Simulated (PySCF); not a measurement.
Cost against size for one kind of job: GIAO PBE0/pcSseg-1 NMR shielding, non-relativistic, gas phase in PySCF 2.14.0, density-fitted response routines; work: shieldings, ring-centre shieldings, charges and field gradients. Hardware: an x86-64 server with one thread, shared host. The host was shared with other jobs, so the times are rough.

```
     species (SMILES)  atoms  electrons  basis functions  SCF cycles  wall time
           p12p3p1p23      4         60               96          10          ?
              ClC1CC1      9         40              100          12      6.3 s
         Fc1ccnc(F)c1     11         58              151          14       16 s
  ClC(Cl)C1=CC=CC=CC1     18         90              224          15       62 s
     c1cc(C2CCC2)ccn1     21         72              225          14       43 s
     c1ccc(NC2CC2)cc1     21         72              225          13          ?
     c1ccc(C2CCC2)nc1     21         72              225          14       39 s
C#C[P@H+](CC=C)C1CCC1     24         82              247          15          ?
```

Problem. Estimate the withheld figures.

Solution. `p12p3p1p23`: 4.1 s; `c1ccc(NC2CC2)cc1`: 44 s; `C#C[P@H+](CC=C)C1CCC1`: 67 s.

Problem. With all rows, how does the wall time grow with the number of basis functions N?

Solution. A straight line through log(time) against log(N) has slope 2.7 between N = 96 and 247, and the rows scatter about it by a factor of about 1.2 (standard error of the fit). This is a fit to these rows, whose iteration counts differ, not the method's formal scaling.
